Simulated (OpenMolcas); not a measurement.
# Multiplet structure of Cr III

```
Program             : OpenMolcas 26.06
Method              : XMS-CASPT2, IPEA 0.25 Eh, imaginary shift 0.1 Eh (closed shells correlated: 3s 3p)
Basis               : ANO-RCC-VTZP [6s5p3d2f1g]
Scalar Hamiltonian  : DKH2, point nucleus
Active space        : 4 electrons in 6 orbitals (3d 4s)
State averaging     : 2S+1 = 5 even, 15 roots; 2S+1 = 3 even, 90 roots kept (CI in the orbitals of an earlier block); 2S+1 = 1 even, 77 roots kept (CI in the orbitals of an earlier block)
Spin-orbit coupling : RASSI with atomic mean-field integrals over the reference wave functions, term energies averaged over their components
```

Spin-free terms above the lowest, with the occupations of the reference:

```json
{"Configuration": "3d4", "Term": "5D", "E (cm-1)": "0.0", "Occupations": "3d 4.00"}
{"Configuration": "3d4", "Term": "3P(1)", "E (cm-1)": "18550", "Occupations": "3d 4.00"}
{"Configuration": "3d4", "Term": "3H", "E (cm-1)": "18740", "Occupations": "3d 4.00"}
{"Configuration": "3d4", "Term": "3F(1)", "E (cm-1)": "19900", "Occupations": "3d 4.00"}
{"Configuration": "3d4", "Term": "3G", "E (cm-1)": "22330", "Occupations": "3d 4.00"}
{"Configuration": "3d4", "Term": "1G(1)", "E (cm-1)": "27040", "Occupations": "3d 4.00"}
{"Configuration": "3d4", "Term": "3D", "E (cm-1)": "27040", "Occupations": "3d 4.00"}
{"Configuration": "3d4", "Term": "1I", "E (cm-1)": "27750", "Occupations": "3d 4.00"}
{"Configuration": "3d4", "Term": "1S", "E (cm-1)": "29390", "Occupations": "3d 4.00"}
{"Configuration": "3d4", "Term": "1D(1)", "E (cm-1)": "33710", "Occupations": "3d 4.00"}
{"Configuration": "3d4", "Term": "1F", "E (cm-1)": "38520", "Occupations": "3d 4.00"}
{"Configuration": "3d4", "Term": "3F(2)", "E (cm-1)": "45070", "Occupations": "3d 3.99 4s 0.01"}
{"Configuration": "3d4", "Term": "3P(2)", "E (cm-1)": "45560", "Occupations": "3d 4.00"}
{"Configuration": "3d3 4s", "Term": "5F", "E (cm-1)": "50020", "Occupations": "3d 3.00 4s 1.00"}
{"Configuration": "3d4", "Term": "1G(2)", "E (cm-1)": "52110", "Occupations": "3d 3.98 4s 0.03"}
{"Configuration": "3d3 4s", "Term": "3F(1)", "E (cm-1)": "55650", "Occupations": "3d 3.00 4s 1.00"}
```

With spin-orbit coupling, above the lowest level:

```
Configuration   Term  J  E (cm-1)  Measured (cm-1)       g  Term weight %
          3d4     5D  0       0.0              0.0                    100
          3d4     5D  1      70.7             62.2   1.501            100
          3d4     5D  2       209              183   1.501            100
          3d4     5D  3       410              357   1.501            100
          3d4     5D  4       668              576   1.501            100
          3d4  3P(1)  0     18150            16771                     99
          3d4  3P(1)  1     18580            17169   1.501            100
          3d4     3H  4     18950            17274   0.802             99
          3d4     3H  5     19110            17397   1.035             99
          3d4     3H  6     19280            17531   1.167            100
          3d4  3P(1)  2     19350            17851   1.501            100
          3d4  3F(1)  2     20190            18452   0.666            100
          3d4  3F(1)  3     20260            18511   1.078             98
          3d4  3F(1)  4     20340            18583   1.245             97
          3d4     3G  3     22590            20704   0.755             98
          3d4     3G  4     22770            20853   1.053             97
          3d4     3G  5     22940            20996   1.199             99
          3d4     3D  3     27410            25726   1.334            100
          3d4     3D  2     27470            25781   1.167            100
          3d4  1G(1)  4     27520            25139   1.001             99
          3d4     3D  1     27530            25848   0.500            100
          3d4     1I  6     28180            26015   1.000            100
          3d4     1S  0     29850            27372                    100
          3d4  1D(1)  2     34150            32152   1.000            100
          3d4     1F  3     38920            37005   1.000            100
          3d4  3F(2)  4     45470            43287   1.250             99
          3d4  3F(2)  3     45530            43322   1.083             99
          3d4  3F(2)  2     45530            43305   0.666             99
          3d4  3P(2)  2     45730            43442   1.501            100
          3d4  3P(2)  1     46250            43917   1.501            100
          3d4  3P(2)  0     46510            44141                    100
       3d3 4s     5F  1     49890            49492  -0.002            100
       3d3 4s     5F  2     50030            49628   1.000            100
       3d3 4s     5F  3     50230            49829   1.250            100
       3d3 4s     5F  4     50490            50091   1.351            100
       3d3 4s     5F  5     50820            50410   1.401            100
          3d4  1G(2)  4     52540            49769   1.000             98
       3d3 4s  3F(1)  2     55620                    0.666             99
       3d3 4s  3F(1)  3     55960                    1.084             99
       3d3 4s  3F(1)  4     56390                    1.250             99
```

Against the 36 measured excited levels shown (Sugar and Corliss, J. Phys. Chem. Ref. Data 6, 317 (1977)) the mean absolute deviation is 1500 cm-1; the largest miss in energy is 3d4 1G4(2): computed 52540, measured 49769 cm-1 (+5.6 %), and the largest in proportion 3d4 5D4 (+16.0 %). Levels of one J stand in another order than measured, so their pairing by name is doubtful.

Spin-orbit coupling puts the lowest level 418 cm-1 below the lowest spin-free term.

For 5D the intervals divided by the larger J are 70.7, 69.2, 67.1, 64.5 cm-1. Landé's interval rule makes them equal in pure LS coupling; they differ by 9 % of their mean. The multiplet is regular.

CASPT2 does not keep the components of a term degenerate, so their means are used; among the terms shown or strongly mixed into the levels shown the widest spread is 2200 cm-1 (3d3 4s 3F(1)). Terms from blocks run as CI alone lack orbitals of their own. A single d shell beside an s shell can misplace configurations of different d count against each other. The CASPT2 spread within a term exceeds the gap to the next term for 3d4 3P(1) and 3d4 3H, 3d4 1G(1) and 3d4 3D, 3d4 3D and 3d4 1I and others, so the order of their levels is uncertain, and so are names and mixing where such terms share a J. Measured partners are found by configuration, term and J. A level has none where our copy of the source lacks it or the pairing is in doubt (some pairs that miss far off the trend of their configuration count as doubtful), and it then counts in no deviation. Levels of configurations outside the active space are missing. The first state left out of the spin-orbit step lies near 90000 cm-1 above the lowest spin-free state of the reference (among the parities and spins computed), and the list stops at four fifths of that energy or lower. The table shows the lowest 40 of 54 levels.

The CASPT2 steps took 89 s on 1 thread of Intel(R) Xeon(R) Platinum 8375C CPU @ 2.90GHz (Ice Lake) (shared host); the integral step is not counted.

The term weight is that of the spin-free term in the level, not the purity of its configuration. A number in round brackets counts repeated terms of one configuration in the order of the reference energies.
